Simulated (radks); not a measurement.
Initial-state core-level shifts of neutral tellurium when its valence configuration changes from [Kr] 4d10 5s2 5p4. All-electron calculation, Dirac Kohn-Sham, LDA (Slater exchange, Perdew-Wang correlation), spin-unpolarised, spherical densities, finite nucleus; open shells are shared between the two j in proportion to 2j + 1; Fermi nuclear charge, rms radius 4.7423 fm. Program: a radial shooting solver on a logarithmic mesh with Libxc functionals. Shifts are changes of the shell-averaged eigenvalues in eV (positive: less bound); the change of the density at the nucleus, which sets a Mossbauer isomer shift, is in e/bohr^3, on a base of 2.27e+05.

valence                1s       2p       3p       3d  density at nucleus
4d10 5p6           -2.781   -2.721   -2.768   -2.765             -121.10
4d9.5 5s2 5p4.5    -4.314   -4.568   -4.361   -4.408              +12.63
4d10 5s1 5p5       -1.421   -1.390   -1.412   -1.411              -58.91
4d9.5 5s1 5p5.5    -5.693   -5.919   -5.735   -5.781              -49.73
4d10 5s1.5 5p4.5   -0.719   -0.703   -0.714   -0.713              -29.03
4d9 5s2 5p5        -8.690   -9.212   -8.777   -8.875              +25.54
4d8 5s2 5p6       -17.628  -18.731  -17.773  -17.986              +52.13
4d9 5s1 5p6       -10.032  -10.528  -10.117  -10.214              -40.25
